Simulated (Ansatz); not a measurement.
A series at Y: from `[F][Y]([F])[F]`, ligands are replaced one by one, each step taking up HCl and setting free H–F; n counts the steps. Ansatz, PBE0-D4/def2-TZVP geometries.

| n | molecule | HOMO energy, ωB97M-V/def2-TZVPP (eV) |
| --- | --- | --- |
| 0 | `[F][Y]([F])[F]` | -13.08 |
| 1 | `[F][Y]([F])[Cl]` | ? |
| 2 | `[F][Y]([Cl])[Cl]` | -11.33 |
| 3 | `[Cl][Y]([Cl])[Cl]` | -11.36 |

Problem. By hand: fit a straight line y = ȳ + b (n − n̄) to the 3 given rows and predict n = 1.

Solution. n̄ = 1.667, ȳ = -11.923; Σ(n − n̄)(y − ȳ) = 2.877, Σ(n − n̄)² = 4.667, so b = 0.616 eV a step. Prediction: -11.923 + (0.616) × (-0.667) = -12.33 eV.

Problem. By hand: compare with the computed value, -11.27 eV, and give the steps along the whole series.

Solution. The line misses by 1.06 eV (computed minus predicted). Steps: 1.81, -0.06, -0.03 eV.

The steps change sign along the series, so a line is a poor guide. The highest orbital can change its character along such a series. The miss is 58.6 % of the series' range.
